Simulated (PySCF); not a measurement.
CH5BiTe2, SMILES [CH3][Bi]([TeH])[TeH] (CAM-B3LYP/def2-SVP optimised geometry):

```
9

Bi    -1.328     1.438     0.000
C      0.454     1.732     1.379
H      0.675     2.806     1.444
H      1.328     1.191     0.998
H      0.182     1.342     2.369
Te    -1.172    -1.438     0.000
H      0.490    -1.438     0.000
Te     0.240     2.168    -2.288
H     -1.104     2.175    -3.267
```

Level of theory: CAM-B3LYP/def2-TZVP, def2 effective core potentials past Kr (PySCF).

Problem. What are the frontier orbital energies and the dipole moment?

Solution. HOMO-2 -8.51 eV, HOMO-1 -7.53 eV, HOMO -7.25 eV, LUMO -1.19 eV, LUMO+1 -0.53 eV; dipole moment 2.18 D.

On the same geometry PBE/def2-TZVP, def2 effective core potentials past Kr run with PySCF gives HOMO-2 -6.44 eV, HOMO-1 -5.41 eV, HOMO -5.13 eV, LUMO -2.64 eV, LUMO+1 -2.03 eV; dipole moment 1.97 D.
